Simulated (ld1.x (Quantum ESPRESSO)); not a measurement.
## Ranking RRKJ potentials for Au

All share these settings but for the change named:

gold (Au), norm-conserving RRKJ (Kleinman–Bylander form), made with ld1.x (Quantum ESPRESSO) 7.5 (PBEsol, scalar-relativistic). Core [Xe] 4f14, reference 5d10 6s0.75 6p0.25. Waves: 6p (bound): rc 3.40 bohr; 5d (bound): rc 1.70 bohr; 6s (bound): rc 2.40 bohr. Local part: the s channel. Core correction: a·sin(br)/r model core inside 0.85 bohr.

Test errors are all-electron minus pseudo excitation energies from the reference, over 5d10 6s1 6p0; 5d10 6s0 6p0; 5d9 6s0 6p0; 5d10 6s0 6p1; 5d9 6s1 6p1; 5d8 6s0 6p0; 5d7 6s0 6p0. None of these files shows a bound ghost.

The base gives 1007.8 meV.

Of 12 variants that were run, those that failed, showed a ghost or another fault, or gave nearly equal values are left out.

A variant can come out equal or close to the base, since the largest error may sit in a test that the change hardly touches while other tests move.

Problem. Rank these variants by their largest absolute test error, smallest first.
A. type ultrasoft; waves now 6s (bound): rcut 2.10, rcutus 2.40 bohr; 6s channel at 4.4 Ry: rcut 2.10, rcutus 2.40 bohr; 6p (bound): rcut 2.95, rcutus 3.40 bohr; 6p channel at 2.05 Ry: rcut 2.95, rcutus 3.40 bohr; 5d (bound): rcut 1.50, rcutus 1.70 bohr; 5d channel at -0.2 Ry: rcut 1.50, rcutus 1.70 bohr; local potential all-electron potential smoothed inside 3.35 bohr (lloc = -1); augmentation PSQ, inside the norm-conserving radii
B. all radii but the core radius scaled by about 1.27 (s 3.06, p 4.34, d 2.16 bohr)
C. core correction a·sin(br)/r model core inside 1.96 bohr

Solution. A (688.0 meV), C (916.6 meV), B (1078.2 meV).
